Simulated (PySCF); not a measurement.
**CoH₂: breathing scan**

Method: PySCF, UPBE0, basis Co def2-TZVP, H def2-TZVP (no relativity, density fitting).

Rigid scan from the quartet minimum (Co–H 1.603 Å (×2); H–Co–H 180.0°). Coordinate: all bonds to the central atom scaled together. Energies in kJ/mol from the minimum.

Problem. Predict the curve at 0.88, 0.92, 0.96, 1.00, 1.04, 1.08, 1.14, 1.22, 1.35.

Solution. 
| scale of all bonds to the centre | E (kJ/mol) | ⟨S²⟩ |
| --- | --- | --- |
| 0.88 | 57.6 | 3.76 |
| 0.92 | 23.3 | 3.76 |
| 0.96 | 5.3 | 3.76 |
| 1.00 | 0.0 | 3.76 |
| 1.04 | 4.5 | 3.76 |
| 1.08 | 16.4 | 3.77 |
| 1.14 | 44.6 | 3.77 |
| 1.22 | 94.9 | 3.77 |
| 1.35 | 191.3 | 3.78 |

With open d or f shells other occupations or spin states may lie lower.
